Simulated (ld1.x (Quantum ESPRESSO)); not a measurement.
# Configuration tests for chlorine (Cl) (PAW)

* Element: Cl (Z = 17)
* Generator: ld1.x (Quantum ESPRESSO) 7.5
* Type: PAW
* Functional: PBEsol
* Relativity: scalar-relativistic
* Frozen core: [He]
* Valence charge: 15
* Reference configuration: 2s2 2p6 3s1 3p6
* Partial waves: 2s (bound): rcut 0.60, rcutus 0.70 bohr; 3s (bound): rcut 0.60, rcutus 0.70 bohr; 2p (bound): rcut 0.60, rcutus 0.75 bohr; 3p (bound): rcut 0.60, rcutus 0.75 bohr
* Local potential: all-electron potential smoothed inside 0.75 bohr (lloc = -1)
* Core correction: Bessel-smoothed model core inside 0.55 bohr
* Augmentation charge: BG, radius 0.65 bohr

Energies are relative to the spin-unpolarised reference configuration 2s2 2p6 3s1 3p6; without spin polarisation the order of configurations can differ from experiment.

Its overlap operator is not positive definite in a basis up to 400 Ry (lowest eigenvalue s -2.51), so the file is unfit for use: the generalised eigenproblem breaks down once the basis is large enough, and its test numbers describe a broken file.

```tsv
valence configuration	charge	ΔE all-electron (eV)	error AE − PS (meV)
2s2 2p6 3s2 3p5	0	-12.114	+74
2s2 2p6 3s2 3p4	+1	1.722	+117
2s2 2p6 3s2 3p3	+2	27.119	+230
2s2 2p5 3s2 3p5	+1	197.825	+9954
2s2 2p6 3s2 3p2	+3	65.374	+488
2s2 2p6 3s1 3p5	+1	14.391	+2.7
2s2 2p6 3s2 3p1	+4	117.569	+1023
```

Levels in the configuration 2s2 2p6 3s2 3p1:

```json
{"level": "2s", "all-electron (eV)": "-315.870", "pseudo (eV)": "-317.980"}
{"level": "2p", "all-electron (eV)": "-255.402", "pseudo (eV)": "-260.641"}
{"level": "3s", "all-electron (eV)": "-73.691", "pseudo (eV)": "-73.699"}
{"level": "3p", "all-electron (eV)": "-59.482", "pseudo (eV)": "-58.744"}
```

These tests converged, but a pseudo level misses the all-electron one widely, so the file describes the atom poorly there or has found another state: 2s2 2p5 3s2 3p5: 2p by 20.6 eV.

The ghost test of this file was not conclusive.
